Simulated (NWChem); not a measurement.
Molecule: C2HF3; SMILES FC=C(F)F

All runs: NWChem. Pople sets run with spherical d functions. All runs use the structure optimised with PBE0/def2-SVP. Ions are spin-unrestricted doublets at the neutral geometry; other ion states weren't tried.

Q: Estimate the computed values for M06-2X/6-31G*. Quantities: vertical ionisation energy, ΔSCF (eV); −ε(HOMO) (eV).

A: 
```
Item                                   Value
-------------------------------------  -----
vertical ionisation energy, ΔSCF (eV)  10.12
−ε(HOMO) (eV)                           8.46
```
